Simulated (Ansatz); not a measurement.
**Isomers**

Structures of C2H4Se, closed shell, relaxed at PBE0-D4/def2-TZVP (vibrations not checked; lower isomers may exist, and structures with a doubtful reference or unclear bonds are left out). Program: Ansatz 0.2.0. Basis: def2-TZVPP. Cores are frozen in the correlated methods. Filled d shells of the heavier atoms are correlated. The def2 sets are not built for correlating such inner shells, so the correlated values are less sure here. B3LYP uses VWN-RPA correlation.

Problem. Rank them by CCSD(T) energy, lowest first, and give each one's height above the lowest. Links in brackets join atoms within 1.22 times the sum of their covalent radii (1.1 for two metals). (Judge from chemistry; the value comes from the calculation.)
A.
C₂H₄Se ([CH2]1[CH2][Se]1)
```
7
angstrom
C -0.6087 -0.0375 -0.4222
C 0.6298 0.2280 0.3187
Se -0.1656 -1.4956 0.8128
H -0.5352 -0.3115 -1.4673
H -1.5007 0.5121 -0.1485
H 0.6074 0.9641 1.1127
H 1.5730 0.1405 -0.2061
```
B.
C₂H₄Se ([CH3][CH][Se])
```
7
angstrom
C -0.4693 0.4970 0.0558
C 0.5126 -0.5862 -0.1641
Se 1.6336 -1.2270 1.0195
H -1.4802 0.1330 -0.1649
H -0.2852 1.3142 -0.6524
H -0.4339 0.8814 1.0739
H 0.5224 -1.0125 -1.1678
```
C.
C₂H₄Se ([CH2][CH][SeH])
```
7
angstrom
C -0.3386 0.1863 -0.0521
C 0.7601 -0.4855 -0.3628
Se 1.8586 -1.5056 0.7885
H -0.7395 0.2188 0.9546
H -0.8764 0.7338 -0.8176
H 1.0626 -1.2526 1.9969
H 1.1385 -0.5000 -1.3800
```

Solution. The calculation gives: A (0.0 kJ/mol), B (15.6 kJ/mol), C (25.3 kJ/mol). Heights count from the lowest.

Problem. Do PBE-D4, r2SCAN-D4, PBE0-D4, B3LYP-D4, wB97M-V, HF, MP2 give the same order? (A judgement: the text doesn't fix the answer.)

Solution. By the calculation: All do.

No T1 diagnostic of these runs exceeds 0.016. The restricted Hartree–Fock reference is unstable towards an unrestricted one at one or more of these structures.

For scale, one of the runs: CCSD(T)/def2-TZVPP, 166 basis functions, launched by `ansatz run in.yaml --threads 2 --pin off --events-out ev --progress --plain --max-ram 4352MiB`. The run took 50 s on 2 CPU threads of an Arm Neoverse V1 (shared host), with 1.4 GiB of host memory at its peak.
